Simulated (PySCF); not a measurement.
H₄NSi (SMILES [NH][SiH3]), doublet, geometry from GFN2-xTB; MP2/6-31G** run with PySCF.

Input for PySCF:
```python
from pyscf import gto, scf, mp

mol = gto.M(
    atom='''
N     1.072844   -0.472334   -0.037573
Si   -0.466234    0.176594    0.025059
H     1.908143    0.009852   -0.325644
H    -0.919697   -0.037797    1.412548
H    -1.295333   -0.714284   -0.808995
H    -0.675749    1.576251   -0.365727
''',
    basis='6-31g**',
    charge=0,
    spin=1,
    verbose=3,
)

mf = scf.UHF(mol)
mf.kernel()

pt = mp.MP2(mf)
pt.kernel()
print('E(MP2) = %.10f' % pt.e_tot)
mf.analyze()
```

It wrote (shortened):

```
converged SCF energy = -345.651627797469  <S^2> = 0.75850832  2S+1 = 2.0084903
E(UMP2) = -345.892746157347  E_corr = -0.241118359878495
E(SCS-UMP2) = -345.899357481856  E_corr = -0.247729684387645
E(MP2) = -345.8927461573
**** MO energy ****
                             alpha | beta                alpha | beta
MO #1   energy= -68.7639894809528  | -68.7647118278879  occ= 1 | 1
MO #2   energy= -15.5817981527418  | -15.5520703932488  occ= 1 | 1
MO #3   energy= -6.12747842399661  | -6.12851108523244  occ= 1 | 1
MO #4   energy= -4.23358091941457  | -4.23507450850794  occ= 1 | 1
MO #5   energy= -4.23286312887019  | -4.23405860692153  occ= 1 | 1
MO #6   energy= -4.23276407776192  | -4.23341158639576  occ= 1 | 1
MO #7   energy= -1.16222966074919  | -1.04412269878954  occ= 1 | 1
MO #8   energy= -0.739536418893702 | -0.727897078091123 occ= 1 | 1
MO #9   energy= -0.604868343590008 | -0.583990346748844 occ= 1 | 1
MO #10  energy= -0.557055456245521 | -0.493536333406602 occ= 1 | 1
MO #11  energy= -0.509371247195    | -0.476209415308546 occ= 1 | 1
MO #12  energy= -0.447464044233686 | -0.41466478124974  occ= 1 | 1
MO #13  energy= -0.445821565516465 | 0.0783003303979077 occ= 1 | 0
MO #14  energy= 0.140929605173937  | 0.146500456862082  occ= 0 | 0
MO #15  energy= 0.188540967589727  | 0.218596569355368  occ= 0 | 0
MO #16  energy= 0.217091051397556  | 0.227577306247619  occ= 0 | 0
MO #17  energy= 0.255987383234823  | 0.265490476416968  occ= 0 | 0
MO #18  energy= 0.303298890210105  | 0.304756852631471  occ= 0 | 0
MO #19  energy= 0.331275476895792  | 0.335507371261262  occ= 0 | 0
MO #20  energy= 0.393005939659327  | 0.39761751078077   occ= 0 | 0
MO #21  energy= 0.425971135175036  | 0.428728651227879  occ= 0 | 0

To work with the spin densities directly, `use mulliken_meta_spin()` only printing them here.

 ** Mulliken spin pop alpha/beta on meta-lowdin orthogonal AOs **
 ** Mulliken Spin Density (per atom)  **
spin density of  0 N =      1.03824
spin density of  1 Si =     -0.07206
spin density of  2 H =     -0.04149
spin density of  3 H =      0.04036
spin density of  4 H =      0.04036
spin density of  5 H =     -0.00540
 ** Mulliken pop alpha/beta on meta-lowdin orthogonal AOs **
 ** Mulliken atomic charges   ( Nelec_alpha | Nelec_beta ) **
charge of  0N =     -0.55060  (     4.29442      3.25618 )
charge of  1Si =      0.75953  (     6.58421      6.65627 )
charge of  2H =      0.22509  (     0.36671      0.40820 )
charge of  3H =     -0.13709  (     0.58872      0.54836 )
charge of  4H =     -0.13709  (     0.58872      0.54836 )
charge of  5H =     -0.15985  (     0.57722      0.58263 )
Dipole moment(X, Y, Z, Debye):  0.70607,  1.54512, -0.58990
```
